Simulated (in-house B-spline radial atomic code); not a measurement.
RPA and G0W0 on HSE06: the cadmium ion Cd⁷⁺

Configuration [Kr] 4d5, highest spin, mean-field start HSE06. Computed with an all-electron radial atomic-structure program (B-spline basis): all electrons, non-relativistic, point nucleus, each spin shell either full or empty, empty states to l = 9 with an (l + 1/2)⁻⁴ tail; G0W0 by contour deformation at full frequency.

Without relativity these are model numbers: it shifts the levels of so heavy an element strongly and can reorder them.

Command:
```bash
python run_gw.py task.json out
```
Settings (radii: box in bohr, nucleus in fm):
```
Z                        48
electrons                41
configuration            [Kr] 4d5
hamiltonian              nr
method                   hse06
lmax                     9
spin_polarised           True
box_radius               8.41
intervals                51
```

Cost of the run: 2.7 s on 1 thread of Arm Neoverse V2, on a shared host.

Energies (hartree):

| term | value |
| --- | --- |
| mean-field total | -5453.03308 |
| Hartree-Fock functional on these orbitals | -5451.45926 |
| direct second order | -3.4105 |
| second-order exchange | 0.97587 |
| SOSEX correction | 0.92079 |

(1) What is the RPA correlation energy, and what remains with SOSEX?

Quasi-particle levels (eV):

```tsv
level	occupied	mean field	Σx - vxc	Σc	QP weight	G0W0
4d up	yes	-124.82	-8.16	?	?	?
4p down	yes	-176.93	-8.07	-0.54	0.960	-185.53
4d down	no	-114.32	10.51	-3.86	0.969	-107.67
```

G0W0 = mean field + (Σx - vxc) + Σc, with Σc (partial-wave tail included) taken at the quasi-particle energy. Only the outer levels were computed. Levels of low weight are left out.

(2) Where does G0W0 put 4d up?

Answers

(1) RPA gives -3.0736 hartree (-2.04 eV per electron); RPA + SOSEX gives -2.1528, and the second-order doubles -2.4347 hartree (no singles). RPA lacks exchange-type terms and so overcorrelates at short range.

(2) At -133.08 eV, with Σc = -0.11 eV and a quasi-particle weight of 0.968. The tabulated removal energy is 130.1 ± 2.1 eV (NIST, tabulated theory); the calculation leaves out relativity, Breit and QED terms, and what these don't explain is the method's own error.
